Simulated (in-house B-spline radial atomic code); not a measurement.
**LC-wPBE excitations of Ne6+**

Method: LC-wPBE. Computed with an all-electron radial atomic-structure program (B-spline basis): linear response of the closed shell [He] 2s2 with the functional's adiabatic kernel; scalar-relativistic (spin-free one-electron X2C), finite nucleus, no spin-orbit coupling, no double excitations, S, P, D and F terms only.

Command:
```bash
python run_td.py task.json out
```
Settings (radii: box in bohr, nucleus in fm):
```
Z                        10
electrons                4
configuration            [He] 2s2
hamiltonian              x2c
method                   lc_wpbe
box_radius               14.35
rms_radius               3.0055
intervals                72
```

Run time, properties included: 0.4 s on 1 thread of Arm Neoverse N1, with other jobs on the host.

The lowest states, in the order of their Tamm-Dancoff energies; the method's threshold (minus the highest occupied level) is 198.26 eV. Labels give the largest channel, * marks a mixed state, and oscillator strengths are full-response dipole values. Semilocal kernels can invert the small singlet-triplet splittings of Rydberg terms. Energies in eV:

```tsv
state	full response	Tamm-Dancoff	oscillator strength
2s → 2p 3P	10.884	12.432	-
2s → 2p 1P	24.856	26.062	0.378
2s → 3s 3S	117.83	117.84	-
2s → 3s 1S	?	?	-
2s → 3p 3P	122.98	123.00	-
2s → 3p 1P	123.77	123.78	0.477
2s → 3d 3D	126.18	126.23	-
2s → 3d 1D	?	?	-
2s → 4s 3S	153.76	153.76	-
2s → 4s 1S	154.57	154.58	-
```

(1) Where does 2s → 3d 1D lie?

(2) Where does 2s → 3s 1S lie?

(3) How large is the singlet-triplet splitting of 2s → 2p (P terms) in Tamm-Dancoff?

(4) What polarisabilities and dispersion coefficient does the method give?

## Answers

(1) At 128.26 eV in full response, 128.26 eV in Tamm-Dancoff.

(2) At 120.41 eV in full response, 120.44 eV in Tamm-Dancoff.

(3) 13.6 eV, from the unrounded values.

(4) Dipole 0.4907 bohr³, quadrupole 0.09608 bohr⁵, C6 0.1872 hartree·bohr⁶ for two such species.
